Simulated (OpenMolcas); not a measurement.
## Co II: effect of the active space

* Program: OpenMolcas 26.06
* Method: CASSCF
* Basis: ANO-RCC-MB
* Scalar Hamiltonian: DKH2, point nucleus
* Spin-orbit coupling: RASSI with atomic mean-field integrals over the reference wave functions, term energies averaged over their components

A. 8 electrons in 5 orbitals (3d); 2S+1 = 3 even, 10 roots; 2S+1 = 1 even, 15 roots; cost of the order of 2.8 core-seconds
B. 8 electrons in 6 orbitals (3d 4s); 2S+1 = 3 even, 55 roots; 2S+1 = 5 even, 10 roots kept (CI in the orbitals of an earlier block); 2S+1 = 1 even, 42 roots kept (CI in the orbitals of an earlier block); cost roughly 30 core-seconds

Energies in cm⁻¹ above 3d⁸ ³F₄, the measured ground level; measured values from NIST Handbook of Basic Atomic Spectroscopic Data.

```
  Level      A      B  Measured
3d⁸ ³F₄    0.0    0.0       0.0
3d⁸ ³F₃   1010   1009       950
3d⁸ ³F₂   1714   1712      1597
3d⁸ ¹D₂  14854  14714          
3d⁸ ³P₂  18018  17711          
3d⁸ ³P₁  18343  17986          
3d⁸ ³P₀  18552  18172          
3d⁸ ¹G₄  23083  23845
```

B puts 3d⁷ 4s ⁵F₅ lowest.

Deviations, from unrounded energies. A percentage is the sum of absolute deviations over the sum of measured energies, with the sign that they share, or ± where signs differ.

```json
{"Against measurement": "mean absolute deviation (cm-1)", "Levels": "2", "A": "88", "B": "87"}
{"Against measurement": "fine structure of the ground term (%)", "Levels": "2", "A": "+6.9", "B": "+6.8"}
```

A, B lie about equally close to measurement. The largest miss of B in the table is 3d⁸ ³F₂, by +110 cm-1. The ranking rests on the paired levels alone, and a cruder setting can come out closer through cancelling errors.

The spin-orbit steps hold different terms of 3d⁸ (B lacks ¹S), which shifts levels as well.

Between A and B the level of the table that moves most is 3d⁸ ¹G₄, by 760 cm-1 (lowest in A, highest in B).

Without dynamic correlation excited terms often stand tens of per cent too high (terms of higher spin than the ground term too low), and those without a measured partner can miss by more than the paired ones. Terms from blocks run as CI alone lack orbitals of their own (holds for B). The lowest computed level is not the ground level that NIST lists (3F4) (holds for B). Configurations are named by rounded mean occupations; where the s occupation lies near a half they are strongly mixed, a name can repeat and a true partner stay unpaired (holds for B). Measured partners are found by configuration, term and J. A level has none where our copy of the source lacks it or the pairing is in doubt (some pairs that miss far off the trend of their configuration count as doubtful), and it then counts in no deviation. Levels of configurations outside the active space are missing. The table leaves out levels that lie high or whose names do not pair safely across all columns.
